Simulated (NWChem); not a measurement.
Everything below was run with NWChem. System: C$_{3}$H$_{5}$FSi, charge 0, spin multiplicity 1, at a geometry optimised with B3LYP/def2-SVP. The structure started from a generated list of species. Level: MP2/def2-TZVP, 9 core orbitals frozen.

The NWChem input:

```
start mol
memory heap 200 mb stack 800 mb global 1000 mb
geometry units angstroms nocenter noautoz noautosym
  C      1.509632     1.101957    -1.796331
  C      0.859872     0.678658    -0.857579
  Si    -0.095867     0.018643     0.563798
  C     -0.073428    -1.845587     0.572885
  F     -1.638724     0.527443     0.407947
  H      2.081095     1.479646    -2.625262
  H      0.430983     0.604418     1.822642
  H     -0.482939    -2.244617    -0.368494
  H      0.958141    -2.218018     0.683497
  H     -0.673077    -2.239578     1.409084
end
basis spherical
  * library def2-tzvp
end
scf
  rhf
  nopen 0
  maxiter 100
  thresh 1e-7
  semidirect memsize 60000000 filesize 0
end
mp2
  freeze core 9
end
task mp2 energy
```

Output (cleaned and shortened):

```
             Northwest Computational Chemistry Package (NWChem) 7.3.0
             --------------------------------------------------------

                                NWChem Input Module
                                -------------------

 Scaling coordinates for geometry "geometry" by  1.889725989
 (inverse scale =  0.529177249)

                             Geometry "geometry" -> ""
                             -------------------------

 Output coordinates in angstroms (scale by  1.889725989 to convert to a.u.)

  No.       Tag          Charge          X              Y              Z
 ---- ---------------- ---------- -------------- -------------- --------------
    1 C                    6.0000     1.50963200     1.10195700    -1.79633100
    2 C                    6.0000     0.85987200     0.67865800    -0.85757900
    3 Si                  14.0000    -0.09586700     0.01864300     0.56379800
    4 C                    6.0000    -0.07342800    -1.84558700     0.57288500
    5 F                    9.0000    -1.63872400     0.52744300     0.40794700
    6 H                    1.0000     2.08109500     1.47964600    -2.62526200
    7 H                    1.0000     0.43098300     0.60441800     1.82264200
    8 H                    1.0000    -0.48293900    -2.24461700    -0.36849400
    9 H                    1.0000     0.95814100    -2.21801800     0.68349700
   10 H                    1.0000    -0.67307700    -2.23957800     1.40908400

 Effective nuclear repulsion energy (a.u.)     203.9520393250

            Nuclear Dipole moment (a.u.)
            ----------------------------
        X                 Y               Z
 ---------------- ---------------- ----------------
     0.0000094486     0.0000151178     0.0000226767


 Summary of "ao basis" -> "" (spherical)
 ------------------------------------------------------------------------------
       Tag                 Description            Shells   Functions and Types
 ---------------- ------------------------------  ------  ---------------------
 *                         def2-tzvp                  on all atoms

 Summary of "ao basis" -> "ao basis" (spherical)
 ------------------------------------------------------------------------------
       Tag                 Description            Shells   Functions and Types
 ---------------- ------------------------------  ------  ---------------------
 C                         def2-tzvp                11       31   5s3p2d1f
 Si                        def2-tzvp                13       37   5s5p2d1f
 F                         def2-tzvp                11       31   5s3p2d1f
 H                         def2-tzvp                 4        6   3s1p

                                 NWChem SCF Module
                                 -----------------

  ao basis        = "ao basis"
  functions       =   191
  atoms           =    10
  closed shells   =    23
  open shells     =     0
  charge          =   0.00
  wavefunction    = RHF
  use symmetry    = F
  symmetry adapt  = F

 Summary of "ao basis" -> "ao basis" (spherical)
 ------------------------------------------------------------------------------
       Tag                 Description            Shells   Functions and Types
 ---------------- ------------------------------  ------  ---------------------
 C                         def2-tzvp                11       31   5s3p2d1f
 Si                        def2-tzvp                13       37   5s5p2d1f
 F                         def2-tzvp                11       31   5s3p2d1f
[...]
     5      3.384419   1 C  s                14      2.224588   1 C  pz
    67     -2.133397   3 Si s               182     -1.674583   9 H  s
   176     -1.563009   8 H  s               164      1.506629   6 H  s
    45      1.351738   2 C  pz               12     -1.283971   1 C  px

 center of mass
 --------------
 x =  -0.08437904 y =   0.10967622 z =  -0.01116355

 moments of inertia (a.u.)
 ------------------
         571.643660516442         -57.795735062873         217.700209669698
         -57.795735062873         607.059202401579         163.171609268229
         217.700209669698         163.171609268229         632.761133254194

  Mulliken analysis of the total density
  --------------------------------------

    Atom       Charge   Shell Charges
 -----------   ------   -------------------------------------------------------
    1 C    6     6.19   0.86  1.12  0.53  0.49  0.16  1.19  1.31  0.50  0.02  0.00  0.01
    2 C    6     6.28   0.86  1.12  0.49  0.89  0.04  1.20  1.23  0.39  0.01  0.05  0.01
    3 Si  14    13.12   2.00  0.58  1.39  0.74  0.30  4.12  1.73  0.53  1.04  0.12  0.23  0.25  0.09
    4 C    6     6.51   0.85  1.12  0.46  0.71  0.06  1.25  1.52  0.48  0.01  0.03  0.00
    5 F    9     9.43   0.77  1.20  0.59  1.01  0.35  2.24  2.30  0.96  0.00  0.01  0.00
    6 H    1     0.80   0.25  0.46  0.06  0.02
    7 H    1     1.06   0.24  0.56  0.25  0.01
    8 H    1     0.86   0.26  0.48  0.10  0.02
    9 H    1     0.87   0.26  0.48  0.11  0.02
   10 H    1     0.87   0.26  0.48  0.10  0.02

       Multipole analysis of the density wrt the origin
       ------------------------------------------------

     L   x y z        total         open         nuclear
     -   - - -        -----         ----         -------
     0   0 0 0     -0.000000      0.000000     46.000000

     1   1 0 0      0.717654      0.000000      0.000009
     1   0 1 0     -0.409705      0.000000      0.000015
     1   0 0 1     -0.140557      0.000000      0.000023

     2   2 0 0    -28.816067      0.000000    173.414366
     2   1 1 0      2.132520      0.000000     36.773964
     2   1 0 1     -2.214591      0.000000   -116.111054
     2   0 2 0    -26.960999      0.000000    180.422264
     2   0 1 1     -2.275974      0.000000    -93.763766
     2   0 0 2    -24.406738      0.000000    158.887735

                   NWChem MP2 Semi-direct Energy/Gradient Module
                   ---------------------------------------------

  Basis functions       =    191
  Molecular orbitals    =    191
  Frozen core           =      9
  Frozen virtuals       =      0
  Active alpha occupied =     14
  Active beta occupied  =     14
  Active alpha virtual  =    168
  Active beta virtual   =    168
  Use MO symmetry       = F
  Use skeleton AO sym   = F

  AO/Fock/Back tols     =   1.0D-09  1.0D-09  1.0D-09

 GA uses MA = F    GA memory limited = T

 Available:
  local mem=  1.15D+08
 global mem=  1.31D+08
 local disk=  0.00D+00
  mp2_memr nvloc                   168
  nvloc new                   168
   1 passes of  14:        5242880                     191974                 136847613.
   1 passes of  14: M    114678728           G      130999038           F     109435848.
  mp2_memr nvloc                   168
  nvloc new                   168
   2 passes of   7:        5242880                     133197                  68454981.
   2 passes of   7: M    114678728           G      130999038           F     109435848.

 Semi-direct pass number   1 of   2  for RHF alpha+beta  at      119.9s
  vrange nnbf                 17105
  mp2_eaftype                   261  avail_ma_in_mb                   999
 EAF : mp2_eaftype filesize         261   34227491.
  mp2_eaf for mointskh                    261
Node 0 wrote    160.9 Mb in      0.1 s     Agg I/O rate:  2216.1 Mb/s
 Done moints_semi at      143.3s
  mp2_eaftype                   261  avail_ma_in_mb                   738
 EAF : mp2_eaftype filesize         261   34227491.
  mp2_eaf for kh                   261
 Done maket at      143.9s
 Semi-direct pass number   2 of   2  for RHF alpha+beta  at      143.9s
  vrange nnbf                 17105
  mp2_eaftype                   261  avail_ma_in_mb                   738
 EAF : mp2_eaftype filesize         261   34227491.
  mp2_eaf for mointskh                    261
Node 0 wrote    160.9 Mb in      0.1 s     Agg I/O rate:  2077.3 Mb/s
 Done moints_semi at      168.4s
  mp2_eaftype                   261  avail_ma_in_mb                   738
 EAF : mp2_eaftype filesize         261   34227491.
  mp2_eaf for kh                   261
 Done maket at      169.2s
 Done multipass loop at      169.2s

          -------------------------------------------
          SCF energy                -505.015490489575
          Correlation energy          -0.831418904027
          Singlet pairs               -0.532888945858
          Triplet pairs               -0.298529958169
          Total MP2 energy          -505.846909393602
          -------------------------------------------

          ---------------------------------------------------
                    Spin Component Scaled (SCS) MP2
          Same spin pairs                     -0.199019972113
          Same spin scaling factor             0.333333333333
          Opposite spin pairs                 -0.632398931914
          Opposite spin scaling fact.          1.200000000000
          SCS-MP2 correlation energy          -0.825218709001
          Total SCS-MP2 energy              -505.840709198577
          ---------------------------------------------------

 -----------------------
 Performance information
 -----------------------

 Timer overhead =  2.70D-07 seconds/call

               Nr. of calls         CPU time (s)                 Wall time (s)                GFlops
             ---------------    -------------------     ------------------------------   -------------------
Name         Min   Avg   Max    Min     Avg     Max     Min     Avg     Max   Mx/calls   Min     Max     Sum
mp2: moin     2     2     2    48.     48.     48.      48.     48.     48.     24.      0.0     0.0     0.0
mp2: make     2     2     2    1.4     1.4     1.4      1.4     1.4     1.4    0.72      0.0     0.0     0.0
mp2: tota     1     1     1    49.     49.     49.      49.     49.     49.     49.      0.0     0.0     0.0

 The average no. of pstat calls per process was 5.00D+00
 with a timing overhead of 1.35D-06s

 Task  times  cpu:      169.2s     wall:      169.2s

 Total times  cpu:      169.2s     wall:      169.2s
```
